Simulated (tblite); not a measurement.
C₅H₁₁BrSi₂.
Atom-mapped SMILES: `[SiH3:1][C:2]1=[CH:3][SiH2:4][CH2:5][C@@H:6]1[CH2:7][Br:8]` (hydrogens: H9, H10, H11 on Si1; H12 on C3; H13, H14 on Si4; H15, H16 on C5; H17 on C6; H18, H19 on C7)

Computed with GFN2-xTB (tblite), gas phase: L-BFGS steps from a force-field or distance-geometry start until the largest atomic force falls under 0.01 eV/Å.

Step 35: E = -648.2982 eV
```
atom  x, y, z in Å  |  force x, y, z in eV/Å
Si1     2.1552   -1.2318    0.5780   -0.024  -0.004  -0.009
C2      0.7964    0.0237    0.1795    0.001   0.002   0.024
C3      1.0472    1.3374    0.2064    0.010   0.007  -0.013
Si4    -0.4274    2.3788   -0.3038    0.028   0.028  -0.023
C5     -1.5367    0.8411   -0.1446    0.022  -0.023   0.003
C6     -0.5899   -0.3585   -0.2984    0.038   0.000  -0.014
C7     -1.1534   -1.6137    0.3446    0.001  -0.010   0.061
Br8    -1.1813   -1.4896    2.2917    0.000   0.020   0.001
H9      1.6398   -2.5102    1.0764    0.015   0.023  -0.015
H10     3.0279   -0.6330    1.5872   -0.015  -0.019  -0.043
H11     2.8745   -1.4861   -0.6787   -0.006  -0.014   0.034
H12     2.0199    1.7101    0.4881   -0.009  -0.005   0.023
H13    -0.3402    2.8451   -1.6946   -0.006   0.017   0.034
H14    -0.7716    3.4664    0.6087   -0.016   0.008  -0.003
H15    -1.9717    0.8203    0.8565   -0.024  -0.018  -0.014
H16    -2.3600    0.7811   -0.8544    0.009  -0.011  -0.001
H17    -0.4912   -0.5982   -1.3673   -0.026   0.009  -0.048
H18    -0.5605   -2.4951    0.1069    0.024  -0.015   0.008
H19    -2.1868   -1.7783    0.0406   -0.022   0.004  -0.005
```

Step 36: E = -648.2989 eV
```
atom  x, y, z in Å  |  force x, y, z in eV/Å
Si1     2.1579   -1.2316    0.5744   -0.038   0.000  -0.006
C2      0.7973    0.0219    0.1774    0.001   0.017   0.039
C3      1.0480    1.3358    0.2076   -0.002   0.022  -0.014
Si4    -0.4283    2.3780   -0.2989    0.052   0.037  -0.030
C5     -1.5366    0.8392   -0.1487    0.021  -0.017   0.000
C6     -0.5897   -0.3608   -0.2987    0.054   0.011  -0.020
C7     -1.1556   -1.6125    0.3485    0.010  -0.008   0.047
Br8    -1.1830   -1.4804    2.2938   -0.004   0.016   0.016
H9      1.6431   -2.5078    1.0771    0.010   0.009  -0.013
H10     3.0309   -0.6306    1.5809   -0.004  -0.014  -0.033
H11     2.8751   -1.4870   -0.6821    0.002  -0.018   0.020
H12     2.0208    1.7101    0.4900   -0.030  -0.023   0.014
H13    -0.3390    2.8496   -1.6890   -0.009   0.013   0.050
H14    -0.7730    3.4637    0.6168   -0.014  -0.003  -0.009
H15    -1.9797    0.8153    0.8485   -0.023  -0.012  -0.009
H16    -2.3545    0.7833   -0.8647    0.003  -0.021  -0.006
H17    -0.4898   -0.6052   -1.3663   -0.032   0.013  -0.058
H18    -0.5652   -2.4959    0.1139    0.037  -0.025   0.007
H19    -2.1884   -1.7760    0.0424   -0.033   0.003   0.004
```

Step 37: E = -648.2997 eV
```
atom  x, y, z in Å  |  force x, y, z in eV/Å
Si1     2.1607   -1.2314    0.5697   -0.044   0.005  -0.002
C2      0.7985    0.0201    0.1754   -0.004   0.030   0.044
C3      1.0491    1.3341    0.2087   -0.017   0.031  -0.011
Si4    -0.4285    2.3777   -0.2930    0.058   0.033  -0.024
C5     -1.5361    0.8368   -0.1541    0.016  -0.001  -0.005
C6     -0.5888   -0.3637   -0.2995    0.049   0.017  -0.023
C7     -1.1584   -1.6113    0.3542    0.020  -0.003   0.007
Br8    -1.1854   -1.4686    2.2970   -0.009   0.012   0.032
H9      1.6478   -2.5047    1.0778   -0.001  -0.015  -0.008
H10     3.0346   -0.6277    1.5721    0.011  -0.005  -0.016
H11     2.8758   -1.4883   -0.6860    0.011  -0.024  -0.002
H12     2.0214    1.7096    0.4927   -0.043  -0.036   0.006
H13    -0.3377    2.8562   -1.6809   -0.010   0.012   0.053
H14    -0.7751    3.4602    0.6266   -0.012  -0.015  -0.015
H15    -1.9905    0.8086    0.8381   -0.012  -0.003  -0.009
H16    -2.3472    0.7857   -0.8781    0.003  -0.031  -0.009
H17    -0.4886   -0.6139   -1.3658   -0.033   0.017  -0.052
H18    -0.5707   -2.4973    0.1231    0.042  -0.028   0.011
H19    -2.1909   -1.7729    0.0449   -0.026   0.004   0.021
```

Problem. Estimate the geometry and energy of step 38. (The exact step hangs on the optimiser's Hessian estimate; all steps are aligned on step 37, rigid shifts and turns removed.)

Solution. E = -648.3005 eV, largest force 0.055 eV/Å
```
atom  x, y, z in Å  |  force x, y, z in eV/Å
Si1     2.1626   -1.2312    0.5650   -0.036   0.007   0.003
C2      0.7997    0.0189    0.1740   -0.013   0.033   0.034
C3      1.0499    1.3329    0.2095   -0.026   0.028  -0.002
Si4    -0.4278    2.3778   -0.2875    0.037   0.016  -0.007
C5     -1.5352    0.8344   -0.1594    0.008   0.016  -0.013
C6     -0.5872   -0.3666   -0.3006    0.021   0.015  -0.021
C7     -1.1608   -1.6101    0.3600    0.029   0.002  -0.037
Br8    -1.1878   -1.4565    2.3007   -0.011   0.008   0.038
H9      1.6525   -2.5020    1.0783   -0.013  -0.036  -0.002
H10     3.0385   -0.6251    1.5629    0.024   0.004  -0.001
H11     2.8766   -1.4902   -0.6897    0.014  -0.028  -0.018
H12     2.0214    1.7086    0.4959   -0.038  -0.039   0.003
H13    -0.3367    2.8635   -1.6719   -0.008   0.017   0.037
H14    -0.7774    3.4567    0.6359   -0.009  -0.022  -0.016
H15    -2.0013    0.8018    0.8274    0.005   0.008  -0.016
H16    -2.3396    0.7875   -0.8916    0.009  -0.038  -0.008
H17    -0.4882   -0.6223   -1.3663   -0.027   0.022  -0.032
H18    -0.5754   -2.4992    0.1326    0.037  -0.020   0.018
H19    -2.1936   -1.7697    0.0478   -0.003   0.006   0.040
```

The energy changes by -0.0008 eV. The first-order estimate −F·Δx gives -0.0011 eV and the mean of the old and new forces, exact on a quadratic surface, -0.0008 eV. The step makes an angle of 81° with the force vector and moves no atom by more than 0.017 Å.

What follows is the cost of the whole relaxation. Time: 3.7 s of wall time. Hardware: an Intel Xeon at 2.70 GHz with one thread, shared host with 64 logical CPUs at a one-minute load of 61.
